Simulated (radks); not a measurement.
Charge is removed step by step from the 3p (averaged over the sub-levels emptied) level of Zn+, starting from [Ar] 3d10 4s1. Method: Dirac Kohn-Sham, PBEsol, spin-unpolarised, spherical densities, finite nucleus; Fermi nuclear charge, rms radius 3.9283 fm; computed with a radial shooting solver on a logarithmic mesh with Libxc functionals.

removed (e),E - E(0) (eV),eigenvalue (eV),E minus straight line (eV)
0,0.000,-92.939,0.000
0.125,11.762,-95.265,-1.076
0.25,23.819,-97.648,-1.858
0.375,36.176,-100.09,-2.339
0.5,48.842,-102.58,-2.512
0.625,61.822,-105.11,-2.370
0.75,75.123,-107.70,-1.908
0.875,88.750,-110.33,-1.120
1,102.71,-113.01,0.000

Removing the whole electron costs 102.71 eV by Delta-SCF, against 92.939 eV from minus the eigenvalue at the starting occupation. Slater's transition state (half an electron removed) gives 102.58 eV. Integrating minus the eigenvalue over the occupation (Janak's theorem) gives 102.71 eV. The mean slope of the eigenvalue, de/dn, is 20.1 eV per electron.
